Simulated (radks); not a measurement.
Results of a calculation; reference values are marked as such.
The lithium anion Li-, [He] 2s2, held by a Watson sphere: a shell of charge +1 at radius R that stands for the Madelung well of a crystal (potential energy -1/R inside, -1/r outside, in hartree with lengths in bohr). Code: a radial shooting solver on a logarithmic mesh with Libxc functionals. Model: non-relativistic Kohn-Sham, r2SCAN, spin-polarised, spherical densities, point nucleus; meta-GGA in the generalised Kohn-Sham scheme.

R (bohr)	e(1s) (eV)	e(2s) (eV)	<r> 2s (bohr)	sum of <r^2> (bohr^2)	X-ray form factor at sin(theta)/lambda = 0.1 1/angstrom
1.95	-55.259	-4.709	3.213	25.19	2.757
2.19	-54.298	-4.603	3.291	26.30	2.721
2.65	-53.189	-4.372	3.456	28.78	2.647
3.08	-52.637	-4.142	3.619	31.38	2.576
3.21	-52.524	-4.071	3.668	32.20	2.556
